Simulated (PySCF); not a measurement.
## The third ionisation energy along group 12

Calculated with PySCF 2.14 from differences of total energies of unrestricted determinants, without spin-orbit coupling. Values in eV. The last column holds reference values (NIST; (s) semi-empirical, (t) theoretical, else measured). Unmarked ones compare directly (S terms, centres of terms, or small fine structure); those marked * lie between the lowest fine-structure levels and include a spin-orbit shift.

| element | configurations | UHF | MP2 (valence) | CCSD(T) (valence) | MP2 (valence and next inner shell) | LDA | PBE | reference |
| --- | --- | --- | --- | --- | --- | --- | --- | --- |
| Zn (def2-TZVPPD, non-relativistic) | [Ar] 3d10 → [Ar] 3d9 | 37.327 | 40.239 | 39.713 | 40.751 | 41.054 | 40.411 | 39.723 * |
| Cd (def2-TZVPPD with the def2 core potential (28 electrons), ECP) | [Kr] 4d10 → [Kr] 4d9 | 35.947 | 37.865 | 37.616 | 37.693 | 38.048 | 37.641 | 37.468 ± 0.006 * |
| Hg (def2-TZVPPD with the def2 core potential (60 electrons), ECP) | [Xe] 4f14 5d10 → [Xe] 4f14 5d9 | 33.609 | 35.398 | 35.171 | 35.283 | 35.733 | 35.346 | 34.49 ± 0.05 * |

"Valence" correlates the outer s and p shells and, in groups 3 to 12 and the f block, the outer d or f shell, open or full, or the next shell where the ion has no valence electron left; the wider scheme adds the next inner shell.
